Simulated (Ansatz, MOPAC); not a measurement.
Molecule: C₂H₇Si, net charge 0, doublet state. SMILES: [SiH2]CC

Atoms: C1, C2, Si3, H4, H5, H6, H7, H8, H9, H10. Bonds: C1-C2, C1-H4, C1-H5, C1-H6, C2-Si3, C2-H7, C2-H8, Si3-H9, Si3-H10.

Bond lengths (Å) and angles (degrees) optimised at PM7 with MOPAC; HF/6-31G* with Ansatz (an electronic-structure program); PBE/6-31G* with Ansatz, each started from the B3LYP-D3(BJ)/def2-TZVP structure (Ansatz) of the last column. A row stands for all coordinates that are equal there; 8 of 15 kinds are shown. 6-31G* holds six Cartesian d functions. No wavenumbers were computed at PBE/6-31G*, so these may be saddle points.

```tsv
coordinate	PM7	HF/6-31G*	PBE/6-31G*	B3LYP-D3(BJ)/def2-TZVP
C1-C2	1.538	1.538	1.542	1.537
C1-H4	1.099	1.085	1.103	1.092
C1-H6	1.101 to 1.120	1.087	1.105	1.093
C2-Si3	1.836	1.899	1.907	1.888
Si3-H9	1.436	1.481	1.508	1.489
C1-C2-Si3	115.0	114.1	113.0	113.1
C2-C1-H4	113.4	111.4	111.5	111.3
C2-C1-H6	109.9	111.0	111.0	111.0
```

A range marks coordinates that this level makes unequal.

Mean signed difference of all 9 bond lengths from B3LYP-D3(BJ)/def2-TZVP: PM7 -0.009 Å, HF/6-31G* -0.004 Å, PBE/6-31G* 0.014 Å.
